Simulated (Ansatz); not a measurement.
Species: sum formula AlOF2H, charge 0, multiplicity 1. SMILES: [F][Al]([F])[OH]
Coordinates optimised at B3LYP-D3(BJ)/def2-TZVP (Ansatz, a program for electronic structure):
```
Al
F 1 1.6384
F 1 1.6432 2 118.54
O 1 1.6783 2 118.97 3 -180.00
H 4 0.9581 1 124.21 2 180.00
```

Computed values are from Ansatz. Correlated levels leave the core frozen unless marked. Open shells are spin-unrestricted. Spin-orbit coupling is left out. Non-relativistic. Basis-set limits of correlation are two-point, X^-3; Hartree-Fock from the larger set. The bracket is a focal-point correction in the basis named.

Problem. What is the total energy at RI-MP2/CBS(aug-cc-pV(T+d)Z,aug-cc-pV(Q+d)Z)+[CCSD(T)-MP2]/aug-cc-pV(T+d)Z?

Solution. -517.5926 Eh.

Problem. What is the atomisation energy De at RI-MP2/CBS(aug-cc-pV(T+d)Z,aug-cc-pV(Q+d)Z)+[CCSD(T)-MP2]/aug-cc-pV(T+d)Z?

Solution. 2143.2 kJ/mol.

Problem. What is the T1 diagnostic at CCSD/aug-cc-pV(T+d)Z?

Solution. 0.013.

Problem. What is the dipole moment at CCSD(T)/aug-cc-pV(D+d)Z?

Solution. 1.95 D.
